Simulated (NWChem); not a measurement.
Program: NWChem. System: CH2I (+1), charge 1, spin multiplicity 1, at a geometry optimised with B3LYP/def2-SVP with def2 effective core potentials on I. The structure started from a generated list of species. Level: TD-PBE/def2-SVPD with def2 effective core potentials on I.

NWChem printed:

```
             Northwest Computational Chemistry Package (NWChem) 7.3.0
             --------------------------------------------------------

                                NWChem Input Module
                                -------------------

 Scaling coordinates for geometry "geometry" by  1.889725989
 (inverse scale =  0.529177249)

 Turning off AUTOSYM since
 SYMMETRY directive was detected!

                             Geometry "geometry" -> ""
                             -------------------------

 Output coordinates in angstroms (scale by  1.889725989 to convert to a.u.)

  No.       Tag          Charge          X              Y              Z
 ---- ---------------- ---------- -------------- -------------- --------------
    1 C                    6.0000     0.00000000     0.00000000    -1.68430000
    2 I                   53.0000     0.00000000     0.00000000     0.27494900
    3 H                    1.0000     0.95261800     0.00000000    -2.23324700
    4 H                    1.0000    -0.95261800     0.00000000    -2.23324700

 Effective nuclear repulsion energy (a.u.)     112.8493025780

            Nuclear Dipole moment (a.u.)
            ----------------------------
        X                 Y               Z
 ---------------- ---------------- ----------------
     0.0000000000     0.0000000000     0.0000056692

      Symmetry information
      --------------------

 Group name             C2v
 Group number             16
 Group order               4
 No. of unique centers     3

      Symmetry unique atoms

     1    2    3


 Summary of "ao basis" -> "" (spherical)
 ------------------------------------------------------------------------------
       Tag                 Description            Shells   Functions and Types
 ---------------- ------------------------------  ------  ---------------------
 *                         def2-svpd                  on all atoms

 Summary of "ao basis" -> "ao basis" (spherical)
 ------------------------------------------------------------------------------
       Tag                 Description            Shells   Functions and Types
 ---------------- ------------------------------  ------  ---------------------
 C                         def2-svpd                 8       20   4s2p2d
 I                         def2-svpd                13       35   5s5p3d
 H                         def2-svpd                 4        8   2s2p

 Summary of "ao basis" -> "ao basis" (spherical)
[...]
  ----------------------------------------------------------------------------
  Root   5 singlet a2             0.252027223 a.u.                6.8580 eV
  ----------------------------------------------------------------------------
     Transition Moments    X -0.00000   Y -0.00000   Z -0.00000
     Transition Moments   XX  0.00000  XY  0.43163  XZ -0.00000
     Transition Moments   YY -0.00000  YZ  0.00000  ZZ  0.00000
     Dipole Oscillator Strength                    0.0000000000
     Electric Quadrupole                           0.0000000159
     Magnetic Dipole                               0.0000020023
     Total Oscillator Strength                     0.0000020182

          sigma_e =   1.5856 Angstrom
          sigma_h =   1.1459 Angstrom
         |d_h->e| =   0.8720 Angstrom
            d_exc =   2.1531 Angstrom
            d_CD1 =   1.3116 Angstrom
            d_CD2 =  -0.4938 Angstrom
            d_CD3 =   3.0251 Angstrom
     Pearson C.C. =  -0.0133

     Occ.   13  b1  ---  Virt.   17  b2  -0.99980 X
  ----------------------------------------------------------------------------
  Root   6 singlet b2             0.273700662 a.u.                7.4478 eV
  ----------------------------------------------------------------------------
     Transition Moments    X -0.00000   Y  0.14364   Z -0.00000
     Transition Moments   XX -0.00000  XY  0.00000  XZ -0.00000
     Transition Moments   YY -0.00000  YZ -0.78191  ZZ -0.00000
     Dipole Oscillator Strength                    0.0037646575
     Electric Quadrupole                           0.0000000668
     Magnetic Dipole                               0.0000005764
     Total Oscillator Strength                     0.0037653006

          sigma_e =   1.8803 Angstrom
          sigma_h =   1.4810 Angstrom
         |d_h->e| =   0.3089 Angstrom
            d_exc =   2.4180 Angstrom
            d_CD1 =   0.7082 Angstrom
            d_CD2 =  -1.3718 Angstrom
            d_CD3 =   2.7269 Angstrom
     Pearson C.C. =  -0.0040

     Occ.   15  b2  ---  Virt.   18  a1   0.99502 X
     Occ.   16  b1  ---  Virt.   22  a2   0.07710 X
  ----------------------------------------------------------------------------
  Root   7 singlet b1             0.312303005 a.u.                8.4982 eV
  ----------------------------------------------------------------------------
     Transition Moments    X  0.64132   Y -0.00000   Z -0.00000
     Transition Moments   XX  0.00000  XY -0.00000  XZ  1.29063
     Transition Moments   YY  0.00000  YZ -0.00000  ZZ  0.00000
     Dipole Oscillator Strength                    0.0856327194
     Electric Quadrupole                           0.0000002702
     Magnetic Dipole                               0.0000016868
     Total Oscillator Strength                     0.0856346763

          sigma_e =   2.7284 Angstrom
          sigma_h =   1.4763 Angstrom
         |d_h->e| =   0.7982 Angstrom
            d_exc =   3.2039 Angstrom
            d_CD1 =   2.0503 Angstrom
            d_CD2 =  -1.3042 Angstrom
            d_CD3 =   4.0021 Angstrom
     Pearson C.C. =  -0.0005

     Occ.   16  b1  ---  Virt.   19  a1  -0.99820 X
  ----------------------------------------------------------------------------
  Root   8 singlet b1             0.348302575 a.u.                9.4778 eV
  ----------------------------------------------------------------------------
     Transition Moments    X -0.26708   Y  0.00000   Z  0.00001
     Transition Moments   XX  0.00002  XY -0.00000  XZ  0.57243
     Transition Moments   YY -0.00001  YZ  0.00000  ZZ  0.00001
     Dipole Oscillator Strength                    0.0165638988
     Electric Quadrupole                           0.0000000737
     Magnetic Dipole                               0.0000008658
     Total Oscillator Strength                     0.0165648384

          sigma_e =   2.7042 Angstrom
          sigma_h =   1.4614 Angstrom
         |d_h->e| =   0.9027 Angstrom
            d_exc =   3.2123 Angstrom
            d_CD1 =   2.1456 Angstrom
            d_CD2 =  -1.1801 Angstrom
            d_CD3 =   4.1150 Angstrom
     Pearson C.C. =  -0.0070

     Occ.   16  b1  ---  Virt.   20  a1   0.99105 X
     Occ.   16  b1  ---  Virt.   23  a1  -0.11957 X

              Target root =      1
          Target symmetry = none
      Ground state energy =   -336.539239112848
        Excitation energy =      0.070535431734
     Excited state energy =   -336.468703681114

  stored tddft:energy   -336.46870368111382

 Task  times  cpu:       31.5s     wall:       31.5s

 Total times  cpu:       31.5s     wall:       31.5s
```

Problem. Write an NWChem input that would produce this output.

Solution. Several could match; the one computed here: 
```
start mol
memory heap 200 mb stack 900 mb global 1100 mb
charge 1
geometry units angstroms nocenter noautoz
  C      0.000000     0.000000    -1.684300
  I      0.000000     0.000000     0.274949
  H      0.952618     0.000000    -2.233247
  H     -0.952618     0.000000    -2.233247
  symmetry group C2v
end
basis spherical
  * library def2-svpd
end
ecp
  I library def2-ecp
end
dft
  xc xpbe96 cpbe96
  semidirect memsize 60000000 filesize 0
  iterations 100
end
tddft
  rpa
  nroots 8
  notriplet
  thresh 1e-4
end
task tddft energy
```
